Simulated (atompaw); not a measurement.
# How hard is this Re PAW (atompaw) potential?

atompaw 4.2.0.5 input, output lines left out:

```
Re 75
LDA-PW scalarrelativistic loggrid 2001 logderivrange -2 5 176
6 6 5 4 0 0
6 1 0
5 2 5
0 0 0
c
c
c
c
c
v
c
c
c
c
v
c
c
v
c
2
3.00 2.55 2.75 3.00
y
-0.15
n
y
5.25
n
y
2.8
n
custom rrkj gramschmidtortho sinc
3 1 troulliermartins
3.00
3.00
3.00
3.00
3.00
3.00
```

The pseudo-atom Hamiltonian at the reference potential is diagonalised in spherical Bessel functions j_l(qr) that vanish at 20 bohr, with q² up to the cutoff. All-electron valence levels (Ry): 6s -0.4523, 6p -0.1053, 5d -0.4094.

How do the lowest levels (Ry) of each channel move with the cutoff, and are there ghosts?

```tsv
cutoff (Ry)	s #1	p #1	p #2	d #1	f #1	f #2	Σ f·Δε (mRy)
8	-0.4523	-0.1053	0.0512	-0.3927	0.1125	0.2354	83.9
10	-0.4523	-0.1053	0.0512	-0.4080	0.1125	0.2354	7.3
12	-0.4523	-0.1053	0.0512	-0.4092	0.1125	0.2354	1.4
15	-0.4523	-0.1053	0.0512	-0.4092	0.1125	0.2354	1.3
18	-0.4524	-0.1053	0.0512	-0.4094	0.1125	0.2354	0.2
21	-0.4524	-0.1053	0.0512	-0.4094	0.1125	0.2354	0.1
25	-0.4524	-0.1053	0.0512	-0.4094	0.1125	0.2354	0.1
400	-0.4524	-0.1053	0.0512	-0.4094	0.1125	0.2354	0.0
```

Result: no extra level below or beside the all-electron valence levels (s, p, d, f tested); 10 mRy is reached at 10 Ry and 1 mRy at 18 Ry.
